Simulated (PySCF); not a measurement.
## Bond curve of RbGe

Set-up: Rb def2-SVP with ECP28, Ge def2-SVP; scalar-relativistic core potentials (PySCF 2.14). Energies in eV from Rb + Ge in their ground configurations at the same level. State: ⁴Σ⁻ (quartet), unpaired electrons σ ↑, π ↑↑.

All columns are PBE0. A positive dipole means Rb(−)Ge(+).

```tsv
R (Å)	E (eV)	μ (D)	Mulliken charge on Rb (basis-dependent)	HOMO (eV)	LUMO (eV)	Mayer bond order	⟨S²⟩
2.806	-1.114	-8.76	0.55	-3.94	-1.34	0.81	3.75
2.937	-1.307	-9.22	0.55	-3.91	-1.40	0.81	3.75
3.067	-1.412	-9.63	0.54	-3.81	-1.46	0.80	3.75
3.165	-1.448	-9.91	0.54	-3.74	-1.50	0.80	3.75
3.263	-1.457	-10.17	0.54	-3.69	-1.54	0.80	3.75
3.361	-1.446	-10.42	0.53	-3.63	-1.59	0.80	3.75
3.491	-1.408	-10.71	0.52	-3.57	-1.64	0.80	3.75
3.655	-1.336	-11.02	0.51	-3.51	-1.71	0.81	3.75
3.850	-1.228	-11.32	0.49	-3.45	-1.78	0.81	3.75
4.111	-1.074	-11.54	0.46	-3.41	-1.88	0.79	3.75
```

A fit through these points gives, at Re = 3.254 Å, μ = -10.15 D and dμ/dR = -2.62 D/Å; the reduced mass is 39.52 u.

How strong is the fundamental in the double-harmonic approximation, I = 42.26·(dμ/dR)²/μred km/mol?

I = 42.26·(-2.62)²/39.52 = 7.34 km/mol at PBE0.

Spin–orbit coupling is left out. The state was picked by a PBE0 search and need not be the measured ground state.
